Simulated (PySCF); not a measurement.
# From computed data to an observable: oscillator strength and radiative lifetime

H₇P₃Si, SMILES P[SiH](P)P.

Geometry: PBE0-D3(BJ)/def2-SVP. The values are those of a single conformer.

TDA-PBE/def2-SVPD (PySCF) puts the first singlet state with f over 0.02 at 6.00 eV (vertical), with the transition dipole (0.022, 0.461, -0.118) in atomic units.

Question: Find the oscillator strength, the wavelength and the radiative lifetime that this transition would have in vacuum if emission retraced absorption.

Answer: 
|μ|² = 0.2269 au, so |μ| = 1.21 D. ΔE = 6.00/27.211 = 0.2205 hartree. f = (2/3) ΔE |μ|² = 0.033 (the program prints 0.033).
λ = 1239.84/6.00 = 207 nm; ν = 48393 cm⁻¹.
Einstein's coefficient A = 0.6670 ν² f s⁻¹ (ν in cm⁻¹) = 5.2e7 s⁻¹, so τ = 1/A = 19 ns. This state is S9; the lower singlets have f = 0.009, 0.010, 0.007, 0.014, 0.002, 0.006, 0.017, 0.011. The figure is the radiative limit of this one transition; relaxation, internal conversion, crossing to triplets and a medium change what is measured.
